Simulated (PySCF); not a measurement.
Species: 2-fluoropyrimidine, C4H3FN2.
Cartesian coordinates in Å at the GFN2-xTB level; atoms count from 1:
```xyz
10
C4H3FN2 angstrom
F      2.7915   -0.0423   -0.1655
C      1.4689   -0.0221   -0.0886
N      0.8739   -1.1944   -0.0883
C     -0.4472   -1.1715   -0.0107
C     -1.1585    0.0182    0.0654
C     -0.4072    1.1855    0.0560
N      0.9138    1.1679   -0.0224
H     -0.9331   -2.1379   -0.0099
H     -2.2333    0.0348    0.1293
H     -0.8599    2.1664    0.1122
```

Definitions: NICS(0) = −σiso at the ring centroid; NICS(1) = −σiso and NICS(1)zz = −σzz at ±1 Å along the ring normal z. Level: GIAO PBE0/pcSseg-1 (PySCF, non-relativistic, gas phase) on the GFN2-xTB geometry, one conformer.

Ring bond lengths (Å), with Mayer bond orders in brackets: C2–N3 1.315 (1.47), N3–C4 1.324 (1.46), C4–C5 1.388 (1.40), C5–C6 1.388 (1.40), C6–N7 1.324 (1.46), N7–C2 1.315 (1.47).

Question: Give the NICS values of each ring in ppm.

Answer: 
```csv
ring,type,NICS(0),"NICS(1), two faces","NICS(1)zz, two faces",rms pucker (Å),"centre to ring atoms, mean (Å)"
C2–N3–C4–C5–C6–N7,6-membered ring with 2 N; formal bonds all aromatic,-7.3,-10.7 / -10.7,-26.5 / -26.4,0.00,1.34
```

Question: What do they say, and how far can they be read as aromaticity?

Answer: 
- C2–N3–C4–C5–C6–N7: mean NICS(1)zz -26.4 ppm, shielded. For a flat ring without four-coordinate atoms the NICS criterion counts such a value as aromatic.

Question: How equal are the bonds by HOMA? Use HOMA with the parameters of Krygowski (1993).

Answer: 
- C2–N3–C4–C5–C6–N7: HOMA 0.98; the largest term is that of C2–N3, α(R − Ropt)² = 0.03. The geometric and the magnetic index point the same way.

Question: Give the inner angles of the rings and the Hirshfeld charges of the ring atoms.

Answer: 
- C2–N3–C4–C5–C6–N7: C2 128.0° (+0.204 e), N3 115.9° (-0.178 e), C4 122.0° (+0.045 e), C5 116.3° (-0.061 e), C6 122.0° (+0.045 e), N7 115.9° (-0.178 e); sum 720.0° against 720° for a flat convex ring.

Question: What are the shieldings of the ring atoms and their hydrogens in the same run (means over atoms taken as equivalent)?

Answer: 
```csv
atoms,environment,σ isotropic (ppm),"principal values of the symmetric part, first atom (ppm)"
C2,aromatic C–F carbon,13.8,"-75.4, 48.4, 68.5"
N3 (×2),pyridine-type nitrogen,-31.8,"-259.0, -98.7, 262.5"
C4 (×2),aromatic CH next to a ring nitrogen,19.8,"-89.3, 3.3, 145.6"
C5,aromatic CH carbon,63.2,"-53.2, 62.2, 180.6"
H8 (×2),aromatic hydrogen,22.77,"18.9, 23.2, 26.2"
H9,aromatic hydrogen,24.52,"23.1, 23.3, 27.2"
```
